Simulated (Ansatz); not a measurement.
**How methods differ on InH3 (SMILES [InH3])**

The species is InH3 (4 atoms), meant as a singlet with charge 0. As SMILES, `[InH3]`. The shape is that of a PBE0-D4/def2-TZVP optimisation.

```xyz
4

In    0.0139   -0.0151   -0.0051
H     0.4155    1.5160    0.6782
H    -1.0956   -0.1073   -1.3214
H     0.7218   -1.4540    0.6280
```

Each level gives the energy change with the In1–H3 bond stretched from 1.724 to 3.448 Å (eV). The values are calculated.

```tsv
level	kind	program	value (eV)	less FCI/STO-3G	CPU time (all runs)
SVWN5/STO-3G (restricted)	LDA	Ansatz	5.68	+1.35	2 s
BLYP/STO-3G (restricted)	GGA	Ansatz	5.32	+0.99	2.9 s
B3LYP/STO-3G (restricted)	global hybrid	Ansatz	5.84	+1.51	2.9 s
wB97X/STO-3G (restricted)	range-separated hybrid	Ansatz	6.64	+2.31	12 s
CCSD(T)/STO-3G (restricted)	coupled cluster or CI	Ansatz	4.34	+0.01	0.99 s
CCSD/STO-3G (restricted)	coupled cluster or CI	Ansatz	4.44	+0.11	0.99 s
CCSDT/STO-3G (restricted)	coupled cluster or CI	Ansatz	4.34	+0.01	1.2 s
CCSDTQ/STO-3G (restricted)	coupled cluster or CI	Ansatz	4.33	0.00	9.6 s
FCI/STO-3G	exact in the basis	Ansatz	4.33	0.00	2.5 s
```

FCI/STO-3G is exact within its basis and frozen core, so for wave-function methods in that basis the difference is their error; functionals converge differently with the basis, so for them it is only a difference. All-electron rows without a relativistic Hamiltonian named are non-relativistic. The first shape isn't each level's own minimum. The values span 4.33 to 6.64 eV. All rows use very small basis sets, so even the best lies far from the true value. In the correlated wave-function rows the outer d shell of In is correlated, in sets not made for it. CPU times are rough (shared hosts, several kinds of processor): they show what a rung costs within a factor of a few.
